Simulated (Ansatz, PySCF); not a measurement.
System: C₃H₆N, charge 0, multiplicity 2. It need not be the lowest isomer of its formula. 
Coordinates optimised at B3LYP-D3(BJ)/def2-TZVP (Ansatz, a first-principles code):
```xyz
10

C     -0.8679    -0.8354     0.1312
C     -1.0469     0.5554    -0.2787
C      0.2240     0.0926     0.4377
N      1.4240     0.0195    -0.3611
H     -1.4529    -1.5086     0.7375
H     -1.7632     1.1831     0.2435
H     -0.9110     0.8001    -1.3276
H      0.3294     0.3940     1.4819
H      1.9653     0.8723    -0.2834
H      2.0089    -0.7532    -0.0659
```
Charge 0, spin multiplicity 2.

Total electronic energies in hartree. Valence correlation only, unless marked. Open shells are spin-unrestricted. Spin-orbit coupling is left out. Non-relativistic. CBS(X,Y): correlation extrapolated as X^-3; Hartree-Fock from the larger set. [CCSD(T)-MP2]/basis is that difference in the basis named.

| level | program | energy (Eh) |
|---|---|---|
| HF/cc-pwCVTZ | Ansatz | -171.50399 |
| RI-HF/cc-pVQZ | Ansatz | -171.51472 |
| PBE-D4/def2-TZVPD | Ansatz + dftd4 | -172.40888 |
| B97M-V/def2-TZVPD | Ansatz | -172.62142 |
| PBE0-D3(BJ)/def2-TZVPD | Ansatz + dftd3 | -172.42933 |
| PBE0-D4/def2-TZVP | Ansatz + dftd4 | -172.42734 |
| PBE0/def2-TZVP | Ansatz | -172.42273 |
| BHLYP-D4/def2-TZVPD | Ansatz + dftd4 | -172.52654 |
| TPSSh-D4/def2-TZVPD | PySCF + dftd4 | -172.65057 |
| r2SCANh/def2-TZVPD | Ansatz | -172.52109 |
| r2SCAN0-D4/def2-TZVPD | Ansatz + dftd4 | -172.51308 |
| RPA@PBE/cc-pVQZ | Ansatz | -172.69271 |
| MP2/aug-cc-pVDZ | Ansatz | -172.04600 |
| RI-MP2/cc-pVTZ | Ansatz | -172.18880 |
| RI-MP2/CBS(cc-pVTZ,cc-pVQZ)+[CCSD(T)-MP2]/cc-pVTZ | Ansatz | -172.3432 |

Totals of different functionals don't rank their quality; only differences between species are comparable.
